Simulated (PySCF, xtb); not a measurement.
C₃H₄ClF, SMILES C/C(Cl)=C\F.

Harmonic wavenumbers (cm⁻¹) from GFN2-xTB (xtb) at its own minimum, in rising order: 133, 220, 262, 304, 412, 437, 741, 771, 981, 1044, 1098, 1114, 1253, 1395, 1447, 1459, 1712, 3015, 3028, 3053, 3104.

**Question.** What does PBE-D3(BJ)/def2-SVP (PySCF) give at its own minimum? (The exact figures need the calculation; the answer reports its results.)

**Answer.** 177, 235, 274, 314, 413, 461, 747, 800, 956, 1009, 1083, 1156, 1281, 1349, 1395, 1400, 1696, 2972, 3049, 3091, 3145. Paired by order, the mean absolute difference is 29 cm⁻¹ and the zero-point energies are 38.6 and 38.6 kcal/mol.
